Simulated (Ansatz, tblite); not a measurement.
Spin states of the cluster Li2Al3 (the lowest doublet isomer of a short search), each relaxed with B3LYP-D4/def2-TZVP in Ansatz. Electronic energies in the gas phase.

The xTB rows come from tblite. B3LYP takes the VWN-RPA correlation. Correlated methods freeze 15 core orbitals; core or outer-core shells of Li are correlated, in sets that lack core-valence functions. The structure comes from a short search, and lower isomers may exist.

Doublet geometry:

Cartesian coordinates in Å:
```
Al -1.386 0.295 -0.149
Al 1.030 0.378 -0.671
Al 0.514 1.996 1.342
Li -0.535 -1.497 -1.977
Li 0.378 -1.172 1.455
```

Quartet geometry (Cs within 0.1 Å):

```xyz
5

Al   -0.2538    1.4477    0.1347
Al   -0.7687   -1.2371   -0.2466
Al    0.2385    0.2566   -2.1219
Li   -1.1364   -0.0799    2.0981
Li    1.9205   -0.3873    0.1356
```

⟨S²⟩: doublet 0.94 at PBE0-D4/def2-TZVP (pure 0.75), quartet 3.77 at PBE0-D4/def2-TZVP (pure 3.75).

Run but left out: HF/def2-TZVP, HF/def2-TZVPP, r2SCAN-D4/def2-TZVP, LC-ωPBE/def2-TZVP, B2PLYP/def2-TZVP, MP2/def2-TZVP, MP2/def2-TZVPP, CCSD/def2-TZVPP, CCSD(T)/def2-TZVPP (doublet: ⟨S²⟩ 1.07 to 1.70, where a pure state has 0.75).

Only these spin states were relaxed. The quartet has other bonds than the doublet, so the gap mixes isomer and spin.

Problem. Estimate which spin state lies lowest at each of these levels, and by how much: GFN1-xTB; GFN2-xTB; PBE-D4/def2-TZVP; B3LYP-D4/def2-TZVP; PBE0-D4/def2-TZVP; ωB97X-V/def2-TZVP; RPA@PBE/def2-TZVP.

Solution. 
| level | quartet − doublet (kJ/mol) | lowest of these | remarks |
| --- | --- | --- | --- |
| GFN1-xTB | 142.3 | doublet | – |
| GFN2-xTB | 39.3 | doublet | – |
| PBE-D4/def2-TZVP | 6.4 | doublet | – |
| B3LYP-D4/def2-TZVP | 17.2 | doublet | – |
| PBE0-D4/def2-TZVP | -0.7 | tie | spin-contaminated (⟨S²⟩ 0.94) (doublet) |
| ωB97X-V/def2-TZVP | 8.0 | doublet | spin-contaminated (⟨S²⟩ 0.85) (doublet) |
| RPA@PBE/def2-TZVP | 18.8 | doublet | – |

Change of the quartet − doublet gap on mixing in exact exchange, in kJ/mol: PBE to PBE0 (25 % exact exchange) -7.2. The xTB methods have no spin-polarisation term.
